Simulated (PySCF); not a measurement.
Cr²⁺ (chromium, charge +2): UHF calculation

Configuration: [Ar] 3d4, high-spin 5D determinant. Calculation: PySCF 2.14, in aug-cc-pVDZ; the non-relativistic Hamiltonian (point nucleus).

- Total energy: -1042.579788 hartree
- One-electron energy: -1420.3173 hartree
- Hartree (Coulomb) energy: 424.9935 hartree
- Exchange energy: -47.2560 hartree
- Kinetic energy: 1042.56470 hartree
- ⟨S²⟩: 6.0013
- ⟨L²⟩: 6.016
- Sum of ⟨r⟩: 14.61 bohr
- Sum of ⟨r²⟩: 16.26 bohr²
- Traceless quadrupole moment −½Σ⟨3z² − r²⟩ along its main axis: -0.497 e·bohr²
- Density at the nucleus (Gaussians lack the cusp): 9260 bohr⁻³
- Spin density at the nucleus: -0.0912 bohr⁻³
- Langevin diamagnetic susceptibility: -12.9 ×10⁻⁶ cm³/mol

```
shell  electrons  mean orbital energy (hartree)  spread (hartree)  rms radius, mean of both spins (bohr)
 1s α          1                     -221.22815                 0                                 0.0743
 1s β          1                     -221.22694                 0                                 0.0743
 2s α          1                      -27.11046                 0                                  0.319
 2s β          1                      -27.01252                 0                                  0.319
 2p α          3                      -23.04030           0.00134                                  0.288
 2p β          3                      -22.94231           0.02994                                  0.288
 3s α          1                       -4.27437                 0                                  0.973
 3s β          1                       -3.96736                 0                                  0.973
 3p α          3                       -3.06478           0.04770                                   1.05
 3p β          3                       -2.68943           0.07375                                   1.05
 3d α          4                       -1.20301           0.06330                                   1.33
```

Spin-orbit constants ζ (cm⁻¹) from the X2C one-electron operator on these orbitals (non-relativistic here): bare nucleus, nucleus screened by l(l+1)(2l+1)/3 electrons, and screened by the Breit-Pauli mean field of the electrons.

```
shell   bare  screened nucleus  mean field
   2p  47750             43770       41920
   3p   5482              5025        4776
   3d  499.1             291.1       258.8
```

To first order the Landé constant is A = 64.70 cm⁻¹, so the lowest level has J = 0 and lies 0.0481 eV below the centre of the term. This holds in LS coupling only.
